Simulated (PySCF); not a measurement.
# How methods differ on the excitation energy of P(2+)

P(2+) [Ne] 3s2 3p1 (2P) → P(2+) [Ne] 3s1 3p2, s spin flipped, as a difference of total energies. Computed with PySCF 2.14 in aug-cc-pCVTZ-DK with one added diffuse shell each of s, p, d, f type (9s8p6d4f, 91 functions), with the spin-free X2C one-electron Hamiltonian (Gaussian nucleus). Correlated levels: nothing frozen. The calculations carry no spin-orbit coupling.

```tsv
method	excitation energy (eV)
UHF	11.425
MP2 (all electrons)	10.540
SCS-MP2 (all electrons)	10.474
```

Problem. How much does correlation contribute at MP2 (all electrons)?

Solution. 10.540 − (11.425) = -0.885 eV, measured against UHF.

The upper determinant mixes two multiplicities, so it lies between the two terms.

The coupled-cluster amplitudes are large for the upper state (T1 above 0.03 or a double amplitude above 0.15), so a single reference is strained.
